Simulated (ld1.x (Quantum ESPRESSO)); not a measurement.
## arsenic (As), PAW: configuration errors across variants

| Quantity | Value |
| --- | --- |
| Element | arsenic (As) |
| Generator | ld1.x (Quantum ESPRESSO) 7.5 |
| Type | PAW |
| Functional | PBEsol |
| Relativity | scalar-relativistic |
| Frozen core | [Ne] |
| Valence charge | 23 |
| Reference configuration | 3s2 3p6 3d10 4s2 4p3 |
| Partial waves | 3s (bound): rcut 0.80, rcutus 1.00 bohr; 4s (bound): rcut 0.80, rcutus 1.00 bohr; 3p (bound): rcut 0.85, rcutus 1.10 bohr; 4p (bound): rcut 0.85, rcutus 1.10 bohr; 3d (bound): rcut 0.60, rcutus 0.65 bohr; 3d channel at -0.95 Ry: rcut 0.60, rcutus 0.65 bohr |
| Local potential | all-electron potential smoothed inside 0.65 bohr (lloc = -2) |
| Core correction | a·sin(br)/r model core, default radius (ld1.x builds one for every PAW set, though the input has nlcc=.false.) |
| Augmentation charge | BESSEL, radius 0.60 bohr |

All-electron excitation energies from the reference (eV): (1) 3s2 3p6 3d10 4s2 4p2 9.158; (2) 3s2 3p6 3d10 4s2 4p1 27.099; (3) 3s2 3p6 3d10 4s2 4p0 54.822.

The default core radius of the base comes out at 0.27 bohr.

The overlap operator is not positive definite (basis up to 400 Ry) in “base”, “waves 3s (bound): rcut 0.80, rcutus 1.30 bohr; 4s (bound): rcut 0.80, rcutus 1.30 bohr”, “core correction a·sin(br)/r model core inside 0.40 bohr”, “local potential all-electron potential smoothed inside 0.95 bohr (lloc = -1)”, “waves 3d (bound): rcut 0.38, rcutus 0.40 bohr; 3d channel at -0.95 Ry: rcut 0.38, rcutus 0.40 bohr”, “wave 3d channel at -0.95 Ry: rcut 0.60, rcutus 0.65 bohr becomes 3d channel at -1.86 Ry: rcut 0.60, rcutus 0.65 bohr”, “all radii but the core radius scaled by about 1.13 (s 1.12, p 1.24, d 0.74 bohr, rcut 0.90/0.96/0.68); local potential all-electron potential smoothed inside 0.74 bohr (lloc = -2); augmentation BESSEL, radius 0.68 bohr”, “augmentation PSQ, radius 0.45 bohr”, “local potential all-electron potential smoothed inside 0.40 bohr (lloc = -2)”. Such files are unfit for use, however small their errors in these radial tests.

2 further variants failed, have other tests or too few solved ones, and are left out.

The file “type TM; waves now 3s (bound): rc 1.00 bohr; 3p (bound): rc 1.10 bohr; 3d (bound): rc 0.65 bohr; local potential all-electron potential smoothed inside 0.85 bohr (lloc = -1); core correction none” misses its own reference levels by 0.8 eV.

Errors AE − PS in meV (a dash: test not solved or not reliable):

```csv
change,(1),(2),(3),bound ghosts
base,+0.9,+9.3,+36,not determined (overlap not positive)
"waves 3s (bound): rcut 0.80, rcutus 1.30 bohr; 4s (bound): rcut 0.80, rcutus 1.30 bohr",+0.2,+4.7,+22,not determined (overlap not positive)
core correction a·sin(br)/r model core inside 0.40 bohr,+0.9,+9.5,+37,not determined (overlap not positive)
local potential all-electron potential smoothed inside 0.95 bohr (lloc = -1),-0.2,+1.4,+11,not determined (overlap not positive)
type TM; waves now 3s (bound): rc 1.00 bohr; 3p (bound): rc 1.10 bohr; 3d (bound): rc 0.65 bohr; local potential all-electron potential smoothed inside 0.85 bohr (lloc = -1); core correction none,-80,-207,-378,none
"waves 3d (bound): rcut 0.38, rcutus 0.40 bohr; 3d channel at -0.95 Ry: rcut 0.38, rcutus 0.40 bohr",+0.8,+9.0,+36,not determined (overlap not positive)
"wave 3d channel at -0.95 Ry: rcut 0.60, rcutus 0.65 bohr becomes 3d channel at -1.86 Ry: rcut 0.60, rcutus 0.65 bohr",+0.9,+9.3,+36,not determined (overlap not positive)
"all radii but the core radius scaled by about 1.13 (s 1.12, p 1.24, d 0.74 bohr, rcut 0.90/0.96/0.68); local potential all-electron potential smoothed inside 0.74 bohr (lloc = -2); augmentation BESSEL, radius 0.68 bohr",-4.9,-37,-130,not determined (overlap not positive)
"augmentation PSQ, radius 0.45 bohr",-0.4,-1.5,-9.1,not determined (overlap not positive)
local potential all-electron potential smoothed inside 0.40 bohr (lloc = -2),+0.4,+7.9,+34,not determined (overlap not positive)
```

Question: Give the same row for: waves 3p (bound): rcut 0.64, rcutus 0.68 bohr; 4p (bound): rcut 0.64, rcutus 0.68 bohr.

Answer: -0.5, -2.0, -4.6; bound ghosts: none.
